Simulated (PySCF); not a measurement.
The dipole of `CS(=O)(=O)CC(F)(F)C(F)(F)F` from its density and from atomic charges.

Coordinates (GFN2-xTB, Å) and charges (e) from the PBE0/pcSseg-1 density (PySCF):

```tsv
atom	x	y	z	Mulliken	IAO	Hirshfeld	ESP-fitted
C1	2.627	-0.459	-0.117	-0.3453	-0.6356	-0.1146	-0.6961
S2	0.997	0.079	-0.685	+0.8733	+2.0017	+0.5166	+1.1119
O3	0.546	-0.797	-1.720	-0.5113	-0.8838	-0.3133	-0.5198
O4	1.017	1.486	-0.913	-0.5008	-0.8752	-0.3093	-0.5087
C5	-0.042	-0.268	0.812	-0.3455	-0.5179	-0.1091	-0.5973
C6	-1.356	0.475	0.753	+0.4134	+0.5367	+0.1629	+0.3808
F7	-2.142	0.106	1.806	-0.2833	-0.2858	-0.0927	-0.1782
F8	-1.183	1.803	0.886	-0.2572	-0.2681	-0.0796	-0.1550
C9	-2.184	0.203	-0.534	+0.8183	+0.7827	+0.2405	+0.4292
F10	-2.204	-1.105	-0.802	-0.2564	-0.2706	-0.0772	-0.1426
F11	-1.707	0.845	-1.588	-0.2321	-0.2481	-0.0639	-0.1216
F12	-3.450	0.588	-0.369	-0.2529	-0.2631	-0.0879	-0.1574
H13	2.930	0.175	0.704	+0.1604	+0.1778	+0.0649	+0.2164
H14	2.562	-1.499	0.173	+0.1589	+0.1775	+0.0647	+0.2179
H15	3.310	-0.345	-0.950	+0.1824	+0.1933	+0.0754	+0.2536
H16	0.500	0.064	1.694	+0.1827	+0.1848	+0.0633	+0.2478
H17	-0.226	-1.339	0.840	+0.1953	+0.1939	+0.0595	+0.2190
```

Task: Form Σ q r in debye for every column and set it beside the full dipole.

Result: The full density gives (3.74, -2.37, 3.39) D, 5.58 D in size; dipole vectors point from the negative to the positive end.

```tsv
scheme	μx	μy	μz	size (D)	share of the full size (%)	angle to the full dipole (°)
Mulliken	5.35	-3.52	3.56	7.33	131	8
IAO	5.09	-3.48	4.76	7.78	139	2
Hirshfeld	2.33	-1.55	2.34	3.65	65	3
ESP-fitted	3.78	-2.39	3.41	5.62	101	0
```

Task: Which set comes closest?

Result: Length of the difference vector: ESP-fitted 0.04 D, Hirshfeld 1.94 D, Mulliken 1.99 D, IAO 2.21 D. Closest: ESP-fitted. The schemes that divide the density aren't constrained to reproduce the dipole.

Task: What is left for the Hirshfeld atoms' own dipoles?

Result: The Hirshfeld atoms' densities add up to the full density, so μ = Σ q r + Σ (atomic dipoles). The atomic dipoles sum to (3.74, -2.37, 3.39) − (2.33, -1.55, 2.34) = (1.41, -0.82, 1.05) D, 1.94 D in size.

Task: With the origin at the mean of the coordinates, (0.000, 0.001, -0.001) Å, which are the largest single terms, by size, of the Hirshfeld dipole along the direction of the full one?

Result: C9 -2.17, F12 +1.18, C1 -1.04, H14 +0.77, F11 +0.76 D; all 17 atoms together +3.64 D. The single terms depend on the origin, their sum doesn't.

Task: Give the size of the full dipole in other units.

Result: 5.58 D = 2.196 au = 1.162 e·Å = 18.62 × 10⁻³⁰ C·m.

The structure is a single GFN2-xTB conformer in the gas phase; no vibrational or solvent corrections.

Shape of the structure used: `[CH3:1][S:2](=[O:3])(=[O:4])[CH2:5][C:6]([F:7])([F:8])[C:9]([F:10])([F:11])[F:12]`: C1–S2–C5–C6 163°, S2–C5–C6–F7 175°, C5–C6–C9–F10 45°.
